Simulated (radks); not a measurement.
The numbers below are computed, except where a source is named.
Species: Rh+. Configuration: [Kr] 4d7 5s1 (not the ground configuration).

Level of theory: scalar-relativistic Kohn-Sham, r2SCAN, spin-unpolarised, spherical densities, finite nucleus; meta-GGA in the generalised Kohn-Sham scheme; Fermi nuclear charge, rms radius 4.4945 fm (a radial shooting solver on a logarithmic mesh with Libxc functionals).

Energy parts (hartree):
| part | energy |
|---|---|
| total | -4784.26785 |
| kinetic | 4954.95688 |
| electron-nucleus | -11529.19195 |
| Hartree | 1928.54209 |
| exchange-correlation | -138.57488 |

Orbitals (lengths in bohr, moments of r in powers of bohr; <r^-3> diverges for s and p1/2):
orbital  occ.  eigenvalue (hartree)      <r>     <r^2>  <r^-3>      <r^4>
1s          2             -848.8248  0.03263  0.001439       -  5.378e-06
2s          2             -123.9309   0.1418   0.02372       -  0.0009694
2p          6             -111.0123   0.1237   0.01870    3245  0.0006959
3s          2             -22.71994   0.3897    0.1738       -    0.04650
3p          6             -18.43552   0.3899    0.1766   566.7    0.05046
3d         10             -11.60356   0.3704    0.1639   76.41    0.05099
4s          2              -3.55233   0.9810     1.090       -      1.789
4p          6              -2.33850    1.078     1.331   88.07      2.798
4d          7              -0.62064    1.473     2.626   6.918      13.79
5s          1              -0.43986    2.860     9.272       -      133.4

The highest occupied level is 5s at -11.969 eV. The density falls to 0.001 e/bohr^3 at r = 4.06 bohr. The electron density at the nucleus is 1.237e+05 e/bohr^3 (large components only).
